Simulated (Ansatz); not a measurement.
The same path of CH₃ClOSi (7 atoms, charge 0, multiplicity 1) was run 3 times with different band settings. The coordinate that changes most is the dihedral O1–C2–Si3–Cl4.

These are results of RKS BHLYP/def2-SVP in Ansatz 0.2.0, not measurements.

Relaxed end points:

```xyz
7
Properties=species:S:1:pos:R:3
O 0.362 -1.635 1.220
C 0.029 -1.163 0.173
Si 0.032 0.747 -0.014
Cl -0.585 1.236 -1.925
H -0.277 -1.818 -0.675
H -0.902 1.321 0.971
H 1.403 1.244 0.204
```

```xyz
7
Properties=species:S:1:pos:R:3
O -0.269 -1.925 -0.654
C 0.040 -1.156 0.205
Si 0.028 0.751 -0.027
Cl -0.588 1.195 -1.934
H 0.357 -1.537 1.208
H -0.901 1.341 0.958
H 1.395 1.262 0.199
```

Common settings: movable images 7; climbing image yes; spring 5.0 eV/Å²; optimiser quadratic models (default); start path through a guess of the saddle point; force threshold 0.05 eV/Å; end points relaxed.

| run | iteration limit |
| --- | --- |
| 1 | 51 |
| 2 | 3 |
| 3 | 6 |

Problem. What does each run give, and how far can it be trusted?

Solution. Run 1: converged after 9 iterations, highest image 0.081 eV above the first end. A vibrational analysis at the climbing image gives one clearly imaginary mode, 69i cm⁻¹: a first-order saddle point.
Run 2: not converged after 3 iterations, highest image 1.633 eV above the first end. The band didn't meet its force threshold, so its energies are provisional: the largest band force was still 7.05 eV/Å, and over the last iterations the top moved between 1.63 and 14.75 eV.
Run 3: not converged after 6 iterations, highest image 0.088 eV above the first end. The band didn't meet its force threshold, so its energies are provisional: the largest band force was still 0.39 eV/Å, and over the last iterations the top moved between 0.09 and 0.58 eV.
